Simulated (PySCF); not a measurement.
Method: PBE-D3(BJ)/def2-TZVP // r2SCAN-D4/def2-TZVP (PySCF 2.14.0). Isolated molecules, 0 K electronic values unless said otherwise. One relaxed conformer stands for a flexible species; it need not be the lowest. Excitations are Tamm–Dancoff values on a coarser integration grid. The basis has no diffuse functions, so Rydberg states are missing or too high.

Reference species (SMILES): `O[Si]([SiH3])=O` (Si–Si–O–H torsion 0°) (neutral, multiplicity 1).

* **S1 excitation (TDA)**: 4.19 eV
* **HOMO**: -6.56 eV

Changed species: `[SiH2]([SiH]=O)O` (O–Si–Si–O torsion 180°, Si–Si–O–H torsion 180°).

Task: Predict the effect on the S1 excitation (TDA) and HOMO.

Result: the S1 excitation (TDA) falls by 0.91 eV, to 3.28 eV; the HOMO goes up by 0.30 eV, to -6.26 eV.
